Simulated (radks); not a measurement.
The numbers below are computed, except where a source is named.
The mean radii <r> (bohr) of the occupied orbitals of an atom or ion are listed with their occupations. Code: a radial shooting solver on a logarithmic mesh with Libxc functionals. Model: scalar-relativistic Kohn-Sham, LDA (Slater exchange, Perdew-Wang correlation), spin-polarised, spherical densities, finite nucleus; Fermi nuclear charge, rms radius of each element as measured or else 0.836 A^(1/3) + 0.57 fm.

| orbital | occ. | <r> |
|---|---|---|
| 1s up | 1 | 0.01868 |
| 1s down | 1 | 0.01868 |
| 2s up | 1 | 0.07873 |
| 2s down | 1 | 0.07869 |
| 2p up | 3 | 0.07028 |
| 2p down | 3 | 0.07023 |
| 3s up | 1 | 0.1979 |
| 3s down | 1 | 0.1981 |
| 3p up | 3 | 0.1960 |
| 3p down | 3 | 0.1963 |
| 3d up | 5 | 0.1753 |
| 3d down | 2 | 0.1756 |

Name the element and its charge. Open shells, if any, are filled with parallel spins first.

Answer. Z = 73, tantalum, charge +48: Ta48+ in [Ar] 3d7. The 1s radius gives Z: for a bare nucleus <r> = (2 gamma + 1)/(2Z) with gamma = sqrt(1 - (Z/c)^2), 0.01844 bohr for Z = 73, and screening makes it slightly larger (0.01868 here). The occupations add up to 25, and the charge is Z minus that.
